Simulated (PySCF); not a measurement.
## Se(17+): ionisation energy

Se(17+) [Ne] 3s2 3p5 [3p1/2^2 3p3/2^3, M_J = 3/2] → Se(18+) [Ne] 3s2 3p4 [3p1/2^2 3p3/2^2, M_J = 2], as a difference of total energies. Computed with PySCF 2.14 in an uncontracted even-tempered set (19 s from 1.7 bohr⁻², ratio 2.4; 14 p from 2.2 bohr⁻², ratio 2.4; 5 d from 11 bohr⁻², ratio 2.6; 4 f from 16 bohr⁻², ratio 2.6), with the two-component X2C-1e Hamiltonian. Correlated levels: 1s2 frozen; the 56 highest virtual spinors dropped. "Screened" scales the spin-orbit matrix elements by Boettger's factors to mimic the two-electron term; Breit and QED terms are absent.

| method | ionisation energy (eV) |
| --- | --- |
| GHF (spin-free) | 694.25 |
| GMP2 (spin-free) | 695.14 |
| GHF (screened spin-orbit) | 692.62 |
| GMP2 (screened spin-orbit) | 693.51 |

Task: How much does correlation contribute at GMP2 (screened spin-orbit)?

Result: 693.51 − (692.62) = 0.89 eV, measured against GHF (screened spin-orbit).

Breit and QED terms and the two-electron picture change are absent.

The spin-free rows relax to the high-spin LS determinant and lack the spin-orbit shift.

The labels give the starting determinants; with spin-orbit coupling the two ends relaxed to ⟨J²⟩ = 3.75, ⟨L²⟩ = 2.00, ⟨S²⟩ = 0.75 and ⟨J²⟩ = 6.00, ⟨L²⟩ = 2.55, ⟨S²⟩ = 1.73.

For comparison: 693.4 ± 0.7 eV (semi-empirical (NIST evaluation); NIST Atomic Spectra Database, ionization energies).
